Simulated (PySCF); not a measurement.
Start geometry of `[AlH2][c]1ccco1` from GFN2-xTB (Å):
```
atom  x, y, z in Å
Al1    2.1170    0.4410   -0.1764
C2     0.5626   -0.5382    0.5068
C3    -0.6377   -1.0835    0.8566
C4    -1.6700   -0.3912    0.1716
C5    -1.0719    0.5635   -0.5835
O6     0.2565    0.5104   -0.4137
H7     2.6145    1.7044    0.5609
H8     2.8085   -0.0241   -1.4770
H9    -0.7806   -1.8992    1.5385
H10   -2.7223   -0.5855    0.2398
H11   -1.4713    1.3051   -1.2496
```

**Question.** What comes out of this run: PBE0-D3(BJ)/def2-SVP geometry optimisation, gas phase (PySCF 2.14.0)?

**Answer.** 
```
atom  x, y, z in Å
Al1    2.3980    0.2201   -0.0142
C2     0.4466    0.0308   -0.0008
C3    -0.4539   -0.7753    0.6540
C4    -1.7606   -0.3983    0.2192
C5    -1.5717    0.6142   -0.6734
O6    -0.2623    0.8792   -0.8141
H7     3.1072    1.2131    1.0031
H8     3.2740   -0.6244   -1.0354
H9    -0.2120   -1.5574    1.3726
H10   -2.7128   -0.8231    0.5291
H11   -2.2538    1.2201   -1.2654
```

The energy falls by 12.2 kcal/mol over 13 energy and gradient evaluations, the largest force component goes from 0.0224 to 3.3e-04 Eh/bohr, and the atoms move by 0.633 Å rms after alignment. The bond that changes most is C2–O6 (substituted aromatic carbon to furan-type oxygen), which shortens by 0.056 Å. Bonds longer at the end by more than 0.005 Å: 8 of 11; shorter: 1. Among the angles that change most is Al1–C2–O6, from 65.1° to 116.8°. Rotational constants go from 8881, 2416, 1952 to 8755, 1938, 1625 MHz. The orientation of the end geometry is arbitrary; only internal coordinates are fixed.

The run used 113 basis functions and 95 SCF cycles in all. Rough CPU time on one thread of a shared machine: about 70 s.

Whether it is a minimum is left open (no frequencies).
